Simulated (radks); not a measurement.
These are the eigenvalues of the occupied orbitals of an atom or ion with whole-number occupations (eV). All-electron calculation, Dirac Kohn-Sham, LDA (Slater exchange, Perdew-Wang correlation), spin-unpolarised, spherical densities, point nucleus. Program: a radial shooting solver on a logarithmic mesh with Libxc functionals.

1s1/2: -7614.258
2s1/2: -936.1782
2p1/2: -818.4412
2p3/2: -803.6548
3s1/2: -140.2404
3p1/2: -104.9581
3p3/2: -103.0521
3d3/2: -45.6118
3d5/2: -45.3893

Which element is it, and in what charge state? The configuration may be excited. Open shells, if any, are shared by 2j + 1.

Answer. Z = 27, cobalt, charge +3: Co3+ in [Ar] 3d6. The list shows which subshells hold electrons but not how many an open one holds; the 1s level, -279.82 hartree, gives Z - s = 23.7 by -(Z - s)^2/2, which with screening and relativity narrows Z to a few neighbours, and the depths of the outer levels then fix element, charge and occupations together.
